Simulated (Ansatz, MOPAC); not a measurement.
Molecule: SnF$_{2}$, net charge 0, singlet state. SMILES: [Sn]([F])[F]

Atoms: Sn1, F2, F3. Bonds: Sn1-F2, Sn1-F3.

Bond lengths (Å) and angles (degrees) optimised at PM6 with MOPAC; PM7 with MOPAC; B3LYP/LANL2DZ with Ansatz (a first-principles code); MP2/6-31G* with LANL2DZ past Ar with Ansatz, each started from the B3LYP-D3(BJ)/def2-TZVP structure (Ansatz) of the last column. A row stands for all coordinates that are equal there. 6-31G* holds six Cartesian d functions. No wavenumbers were computed at B3LYP/LANL2DZ, MP2/6-31G* with LANL2DZ past Ar, so these may be saddle points.

| coordinate | PM6 | PM7 | B3LYP/LANL2DZ | MP2/6-31G* with LANL2DZ past Ar | B3LYP-D3(BJ)/def2-TZVP |
|---|---|---|---|---|---|
| Sn1-F2 | 1.985 | 1.940 | 1.920 | 1.853 | 1.948 |
| F2-Sn1-F3 | 94.9 | 90.4 | 95.7 | 95.6 | 96.2 |

Mean signed difference of all 2 bond lengths from B3LYP-D3(BJ)/def2-TZVP: PM6 0.036 Å, PM7 -0.009 Å, B3LYP/LANL2DZ -0.028 Å, MP2/6-31G* with LANL2DZ past Ar -0.095 Å.
